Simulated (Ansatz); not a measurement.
Start from `[CH3][GeH]([SiH3])[Cl]` and change one atom or group to get `[CH3][Ge]([F])([SiH3])[Cl]`.

Ansatz, PBE0-D4/def2-TZVP geometries, multiplicity 1. 

Scalar relativity is left out up to krypton.

```json
{"property": "LUMO energy (ωB97M-V/def2-TZVPP) / eV", "`[CH3][GeH]([SiH3])[Cl]`": "1.47"}
{"property": "HOMO energy (ωB97M-V/def2-TZVPP) / eV", "`[CH3][GeH]([SiH3])[Cl]`": "-9.97"}
{"property": "zero-point energy (PBE0-D4/def2-TZVP) / kJ/mol", "`[CH3][GeH]([SiH3])[Cl]`": "185.9"}
{"property": "size of the dipole moment (B3LYP/def2-TZVPP) / D", "`[CH3][GeH]([SiH3])[Cl]`": "2.41"}
{"property": "HOMO energy (B3LYP/def2-TZVPP) / eV", "`[CH3][GeH]([SiH3])[Cl]`": "-7.69"}
{"property": "ideal-gas entropy at 298 K and 1 bar (rigid rotor, harmonic PBE0-D4/def2-TZVP) / J/(mol·K)", "`[CH3][GeH]([SiH3])[Cl]`": "377"}
```

(1) What does the change do to each property? (An estimate is asked.)

## Answers

(1) The calculation gave: 
```
                                                                                  property  `[CH3][Ge]([F])([SiH3])[Cl]`  shift
                                                     LUMO energy (ωB97M-V/def2-TZVPP) / eV                          1.45  -0.02
                                                     HOMO energy (ωB97M-V/def2-TZVPP) / eV                        -10.28  -0.31
                                            zero-point energy (PBE0-D4/def2-TZVP) / kJ/mol                         171.5  -14.4
                                          size of the dipole moment (B3LYP/def2-TZVPP) / D                          3.06   0.65
                                                       HOMO energy (B3LYP/def2-TZVPP) / eV                         -8.00  -0.31
ideal-gas entropy at 298 K and 1 bar (rigid rotor, harmonic PBE0-D4/def2-TZVP) / J/(mol·K)                           400     23
```

Dipoles are sizes alone; their direction can turn.

B3LYP here is the variant with VWN-RPA as its local correlation; programs differ in this.
